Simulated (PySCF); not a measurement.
Compound: C6H9N3.
Numbering: `[CH3:1][CH2:2][c:3]1[cH:4][c:5]([CH3:6])[n:7][n:8][n:9]1`

Structure used (GFN2-xTB), in Å, numbered top down from 1:
```
atom  x, y, z in Å
C1     2.6684    0.3916   -0.3855
C2     1.9072   -0.1160    0.8412
C3     0.5289   -0.5405    0.4492
C4    -0.5383    0.3469    0.3663
C5    -1.7578   -0.1974   -0.0281
C6    -3.0039    0.6112   -0.1459
N7    -1.8408   -1.4965   -0.3164
N8    -0.8048   -2.2572   -0.2318
N9     0.3492   -1.8259    0.1392
H10    2.1519    1.2359   -0.8379
H11    2.7526   -0.3999   -1.1259
H12    3.6673    0.7100   -0.0987
H13    1.8470    0.6750    1.5915
H14    2.4300   -0.9749    1.2621
H15   -0.4303    1.3953    0.6027
H16   -2.8661    1.4103   -0.8728
H17   -3.2460    1.0663    0.8131
H18   -3.8233   -0.0280   -0.4608
```

NICS = −σ at a ghost point: NICS(0) at the centroid of the ring atoms, NICS(1) 1 Å to either side along the normal of their mean plane, zz for the tensor component along that normal. Level: GIAO PBE0/pcSseg-1 (PySCF, non-relativistic, gas phase) on the GFN2-xTB geometry, one conformer.

Ring bond lengths (Å), with Mayer bond orders in brackets: C3–C4 1.390 (1.32), C4–C5 1.392 (1.31), C5–N7 1.333 (1.40), N7–N8 1.288 (1.37), N8–N9 1.287 (1.39), N9–C3 1.334 (1.37).

Q: What do the NICS probes read (ppm)?

A: 
```
             ring                                                 type  NICS(0)  NICS(1), two faces  NICS(1)zz, two faces  rms pucker (Å)  centre to ring atoms, mean (Å)
C3–C4–C5–N7–N8–N9  6-membered ring with 3 N; formal bonds all aromatic     -4.3       -11.3 / -11.4         -26.4 / -27.0            0.00                            1.34
```

Q: What can be read from them?

A: 
- C3–C4–C5–N7–N8–N9: mean NICS(1)zz -26.7 ppm, shielded. The ring is flat and has no four-coordinate atom; by the NICS criterion it is aromatic. NICS(0) lies 7 ppm above the mean NICS(1).

Q: How equal are the bonds by HOMA? Use HOMA with the parameters of Krygowski (1993).

A: 
- C3–C4–C5–N7–N8–N9: HOMA 0.98; the largest term is that of N8–N9, α(R − Ropt)² = 0.07. The geometric and the magnetic index point the same way.

Q: What is the mean of the two in-plane components of NICS at the second NICS(1) probe listed for ring C3–C4–C5–N7–N8–N9, 1 Å off the ring?

A: The isotropic value is a third of the trace: (3 × -11.4 − (-27.0))/2 = -3.6 ppm.
